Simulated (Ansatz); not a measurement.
A run on AlBrFHS, SMILES `[F][Al]([SH])[Br]` with other settings.

```yaml
crystal:
  periodic: [false, false, false]
  atoms:
    - {symbol: F, position_ang: [-0.982231, -1.736294, 0.941635]}
    - {symbol: Al, position_ang: [-0.384724, -0.371053, 0.291723]}
    - {symbol: S, position_ang: [1.752503, 0.338372, 0.910220]}
    - {symbol: Br, position_ang: [-1.740731, 0.469576, -1.366902]}
    - {symbol: H, position_ang: [1.479201, 1.191789, -0.025954]}
basis:
  gaussian: {orbitals: def2-SVPD, point_charges: [{charge: 1.00, position_ang: [6.573, -0.695, 0.046]}]}
hamiltonian: {xc: {name: B3LYP5}}
accuracy: high
output: {forces: true}
```

```sh
$ ansatz run in.yaml --threads 2 --pin off --events-out ev --progress --plain --max-ram 32768MiB --backend cpu
```

It prints (some lines left out):

```
Functional definition: B3LYP5
2236 factors; integrals over basis functions are off by at most 4.6e-9 eV
mean field evaluation 1: about -90191.4614 eV, gradient 4.2e1 eV
mean field evaluation 2: about -90183.8212 eV, gradient 8.1e1 eV
mean field evaluation 4: about -90194.8568 eV, gradient 2.9e0 eV
mean field evaluation 8: about -90194.9544 eV, gradient 1.6e-1 eV
mean field evaluation 16: about -90194.9545 eV, gradient 3.6e-5 eV
mean field -90194.95448426 eV, -3314.6034409607 hartree, gradient 5.7e-8 eV, S^2 0.000000; 0 other end points of the search recorded, 0 dependent functions left out
reference -90194.95451886 eV, -3314.6034422323 hartree; 37, 37 occupied and 86, 86 virtual orbitals, 2236 factors
Total energy: -90194.95451886 eV, -3314.6034422323 hartree
Atom 0 at    -0.982231    -1.736294     0.941635 Å, force    -0.302993    -1.107849     0.753863 eV/Å
Atom 1 at    -0.384724    -0.371053     0.291723 Å, force     0.927946     1.187837    -0.691602 eV/Å
Atom 2 at     1.752503     0.338372     0.910220 Å, force    -1.340368    -1.572335     0.637536 eV/Å
Atom 3 at    -1.740731     0.469576    -1.366902 Å, force     0.683759    -0.036026     0.578506 eV/Å
Atom 4 at     1.479201     1.191789    -0.025954 Å, force     0.095611     1.526692    -1.294068 eV/Å
Dipole moment:    -0.215632     0.281170    -0.093430 e Å
```

It took 16 s on 2 threads of a server CPU on a shared host, with 0.56 GiB of host memory at the peak.
